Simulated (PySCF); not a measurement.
SnH4, SMILES [SnH4]. Geometry optimised at B3LYP-D3(BJ)/def2-TZVPD. The isomer is the one that the SMILES or the coordinates give; other isomers of the formula were not compared. The def2 effective core potentials stand for the cores of Sn; spin–orbit coupling is left out.

Calculation: B3LYP-D3(BJ)/def2-TZVPD (PySCF 2.14.0).

Harmonic wavenumbers (cm⁻¹): 683, 683, 683, 750, 750, 1933, 1935, 1935, 1935. Rotational constants (GHz): 64.41, 64.41, 64.41; symmetry number 12.

Q: Work out the zero-point energy and the ideal-gas rigid-rotor harmonic-oscillator thermochemistry at 298.15 K and 1 atm.

A: ZPE = ½ Σ hcν = ½ × 11288 cm⁻¹ = 67.52 kJ/mol. H − E(el) = 78.88 kJ/mol. Entropy in J/(mol K): translation 168.74, rotation 53.55, vibration 6.25, total 228.54. G − E(el) = 10.74 kJ/mol. Cp = 50.51 J/(mol K).
